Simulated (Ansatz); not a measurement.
`[SiH3]N([SiH3])[SiH2]Cl` at its PBE0-D4/def2-TZVP geometry, where that method's forces vanish. Charge 0, multiplicity 1.

```xyz
13

Si   -1.4243   -0.9105   -0.4054
N    -0.0260    0.0712   -0.0605
Si    1.4075   -0.1149   -1.0344
Si   -0.0012    1.1131    1.3024
Cl    0.1626    0.0583    3.0625
H    -2.5083   -0.4803    0.5143
H    -1.1370   -2.3524   -0.1958
H    -1.8513   -0.7162   -1.8153
H     1.6635    1.0965   -1.8557
H     2.5941   -0.3672   -0.1777
H     1.1793   -1.2756   -1.9345
H     1.1930    1.9834    1.1967
H    -1.2520    1.8946    1.4032
```

(1) What forces (eV/Å) does r2SCAN-D4/def2-TZVPP give on these atoms in Ansatz? (Estimate.)

Answers

(1) The calculation gave: 
```
Si1 -0.058 -0.036 -0.014
N2  -0.008  0.004 -0.015
Si3  0.057 -0.011 -0.048
Si4 -0.003  0.088  0.017
Cl5  0.003 -0.033  0.060
H6   0.019 -0.017 -0.022
H7  -0.012  0.026 -0.006
H8   0.003 -0.010  0.030
H9   0.001 -0.029  0.015
H10 -0.021  0.005 -0.023
H11  0.014  0.029  0.018
H12 -0.026 -0.009 -0.004
H13  0.028 -0.006 -0.007
```
